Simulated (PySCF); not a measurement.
MoO2F, SMILES [O]=[Mo](=[O])[F] (connectivity only; charge and spin as stated), neutral, multiplicity 2.

Geometry: PBE-D3(BJ)/def2-TZVP. A frequency run showed that this geometry is not a minimum. The multiplicity is an assumed one; other spin states were not compared. The def2 effective core potentials stand for the cores of Mo; spin–orbit coupling is left out.

Calculation: PBE-D3(BJ)/def2-TZVP in PySCF.

Frequencies are harmonic and unscaled.

Computed vibrational spectrum:
```csv
mode,ν (cm⁻¹),IR (km/mol),moving atoms (share of kinetic energy)
1,128i,26.2,"O 46 %, Mo 35 %, F 20 %"
2,199,7.0,"F 46 %, O 39 %, Mo 15 %"
3,324,0.1,O 85 %
4,663,99.7,"F 80 %, Mo 16 %"
5,970,199.5,"O 80 %, Mo 20 %"
6,1003,65.3,"O 89 %, Mo 11 %"
```
